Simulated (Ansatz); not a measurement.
Geometry optimisation, RKS PBE0-D4/cc-pVDZ (Ansatz).

Input file:

```yaml
crystal:
  periodic: [false, false, false]
  atoms:
    - { symbol: "N", position_ang: [0.5373, 2.45979, -0.06456] }
    - { symbol: C, position_ang: [0.14611, 1.36923, -0.45179] }
    - { symbol: C, position_ang: [-0.42586, 0.33303, 0.4844] }
    - { symbol: Si, position_ang: [-0.17673, -1.389, 0.20899] }
    - { symbol: H, position_ang: [0.19326, 0.98092, -1.51186] }
    - { symbol: H, position_ang: [-0.48934, 0.68988, 1.51439] }
    - { symbol: H, position_ang: [-0.1462, -1.91179, -1.17273] }
    - { symbol: H, position_ang: [0.36146, -2.53206, 0.99315] }
total_charge: -1
basis:
  gaussian: { orbitals: cc-pVDZ }
hamiltonian:
  xc: pbe0
  dispersion: d4
relax:
  f_tol: 0.015
  max_steps: 40
```

Command:

```bash
$ ansatz run input.yaml --threads 1 --pin off --max-ram 2048MiB --backend cpu --events-out ev --progress --plain --runs-dir out
```

Where does it end, and by what steps?

The forces met the threshold. Limits of this set-up: an anion without diffuse functions, the dipole of an ion depends on the origin. After 22 steps the energy has fallen by 0.824 eV; N1 moved furthest, 1.32 Å. Joined: N1–C3.

```
step  energy less start (eV)  largest force component (eV/Å)  accepted
   0                  0.0000                           1.424       yes
   1                 -0.1193                           1.627       yes
   2                 -0.2629                           1.142       yes
   3                 -0.3151                           0.581       yes
   4                 -0.3632                           0.369       yes
   5                 -0.3723                           0.359       yes
   6                 -0.3846                           0.189       yes
   7                 -0.3926                           0.502       yes
   8                 -0.4002                           0.582       yes
   9                 -0.4087                           0.758       yes
  10                 -0.3906                           1.466        no
  11                 -0.4248                           0.472       yes
  12                 -0.4433                           0.383       yes
  13                 -0.4727                           0.677       yes
  14                 -0.5185                           1.484       yes
  15                 -0.5952                           1.806       yes
  16                 -0.7199                           1.981       yes
  17                 -0.6390                           5.037        no
  18                 -0.8076                           0.599       yes
  19                 -0.8105                           0.371       yes
  20                 -0.8227                           0.082       yes
  21                 -0.8234                           0.037       yes
  22                 -0.8236                           0.014       yes
```

```xyz
8
Properties=species:S:1:pos:R:3
N 1.001 1.230 0.000
C -0.087 1.298 -0.621
C -0.256 0.317 0.437
Si -0.488 -1.598 0.137
H -0.476 1.811 -1.513
H -0.737 0.728 1.347
H 0.543 -1.695 -1.023
H 0.500 -2.091 1.236
```

Whether the end is a true minimum wasn't checked by a vibrational analysis.

Run time: 28 s on 1 thread of AMD EPYC 9R45 (Zen 5) (shared host), peak memory 0.17 GiB.
